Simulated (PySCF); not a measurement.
# Radial density of Cr (chromium, neutral)

UHF, [Ar] 3d5 4s1, high-spin 7S determinant. All numbers are calculated (PySCF 2.14, the spin-free X2C one-electron Hamiltonian (Gaussian nucleus), in x2c-TZVPall (6s5p4d1f, 48 functions)).

```tsv
r (bohr)	4πr²ρ (e/bohr)	4πr²(ρα − ρβ)
0.00114	0.1983	0.0000
0.00192	0.5054	0.0001
0.00323	1.272	0.0003
0.00543	3.084	0.0006
0.00914	6.988	0.0014
0.0154	14.12	0.0027
0.0259	23.57	0.0040
0.0435	28.80	0.0029
0.0731	24.08	-0.0012
0.123	23.56	0.0211
0.207	31.48	0.2064
0.348	17.36	1.0309
0.585	11.19	2.7703
0.985	11.70	3.3284
1.66	3.320	1.8882
2.79	0.7583	0.7272
4.69	0.1940	0.1940
7.88	0.01195	0.0119
```

Densities and radii are taken from the X2C orbitals without a picture-change correction, which distorts them close to the nucleus.
